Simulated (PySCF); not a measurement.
**Sb⁻ (antimony, charge -1) across methods**

[Kr] 4d10 5s2 5p4, high-spin 3P determinant. Computed with PySCF 2.14 in aug-cc-pVDZ-PP with ECP28MDF (5s4p3d, 32 functions), with scalar relativity through the core potential.

| method | E (hartree) | mean ε 5s β (eV) | mean ε 5p α (eV) | mean ε 5p β (eV) | Σ⟨r²⟩ (bohr²) | ⟨S²⟩ |
| --- | --- | --- | --- | --- | --- | --- |
| PBE0 | -240.2492 | -6.904 | -0.318 | 0.822 | 84.23 | 2.007 |
| PBE | -240.2354 | -5.952 | 0.516 | 1.494 | 85.97 | 2.005 |
| r2SCAN0 | -240.3100 | -6.931 | -0.516 | 0.733 | 83.66 | 2.012 |
| M06-L | -240.3926 | -5.952 | 0.524 | 1.474 | 86.88 | 2.013 |
| M06 | -240.3010 | -7.122 | -0.089 | 0.931 | 86.30 | 2.008 |
| r2SCAN | -240.3366 | -5.932 | 0.269 | 1.388 | 84.44 | 2.013 |
| LDA | -239.8730 | -6.326 | 0.435 | 1.372 | 85.97 | 2.005 |
| UHF | -239.26939 | -8.929 | -2.483 | -0.585 | 84.56 | 2.021 |

(1) Estimate the same row for BLYP.

Energies and moments cover only the electrons outside the core potential.

The highest occupied level is positive at PBE0, PBE, r2SCAN0, M06-L, M06, r2SCAN, LDA, BLYP: only the finite basis holds that electron, which in a density functional comes from self-interaction.

## Answers

(1) E (hartree) = -240.1924; mean ε 5s β (eV) = -6.018; mean ε 5p α (eV) = 0.733; mean ε 5p β (eV) = 1.540; Σ⟨r²⟩ (bohr²) = 87.20; ⟨S²⟩ = 2.005.
